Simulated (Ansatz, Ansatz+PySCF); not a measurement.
```yaml
atoms:
  - { symbol: O, position_ang: [0.8989, 1.0691, -1.0691] }
  - { symbol: Mg, position_ang: [1.6381, -0.6097, -0.1971] }
  - { symbol: Mg, position_ang: [-0.7942, 0.0644, -1.5681] }
  - { symbol: O, position_ang: [-0.0551, -1.6144, -0.6961] }
  - { symbol: Mg, position_ang: [0.0551, 1.6144, 0.6961] }
  - { symbol: O, position_ang: [0.7942, -0.0644, 1.5681] }
  - { symbol: O, position_ang: [-1.6381, 0.6097, 0.1971] }
  - { symbol: Mg, position_ang: [-0.8989, -1.0691, 1.0691] }
```

Basis set: def2-SVP (spherical functions). Left uncorrelated: 8 orbitals. Charge 0, multiplicity 1.

Computed with Ansatz (development build ahead of 0.2.0); each method stands on the lowest determinant of its kind that the runs found. Restricted open shells among the atoms or ions are ROHF, correlated in semicanonical orbitals with singles.

The atomization energy at this shape (free ground-state atoms in the same class of orbitals less the molecule, no zero-point energy) of singlet Mg₄O₄:

| method | atomization energy |
| --- | --- |
| RHF | 17.01 eV |

Problem. What does RHF-MP2 give?

Solution. 27.97 eV. Caution: the shape is not the minimum.
